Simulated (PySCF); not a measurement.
Calculation: B3LYP-D3(BJ)/def2-TZVP // PBE0-D4/def2-TZVP (PySCF 2.14.0). Isolated molecules, 0 K electronic values unless said otherwise. One relaxed conformer stands for a flexible species; it need not be the lowest. B3LYP has the VWN-RPA correlation part, as in Gaussian. 

Reference species (SMILES): `[F][Ga]([F])[F]` (neutral, multiplicity 1).

- HOMO–LUMO gap: 8.68 eV
- S1 oscillator strength: 0.000
- HOMO: -11.47 eV

Changed species: `[NH2][Ga]([NH2])[NH2]` (3 of 3 F replaced by NH2; the reference has 0 of 3 F replaced by NH2).

Problem. Predict the effect on the HOMO–LUMO gap, S1 oscillator strength and HOMO.

Solution. the HOMO–LUMO gap decreases by 2.40 eV, to 6.28 eV; the S1 oscillator strength hardly moves; the HOMO goes up by 5.00 eV, to -6.47 eV.
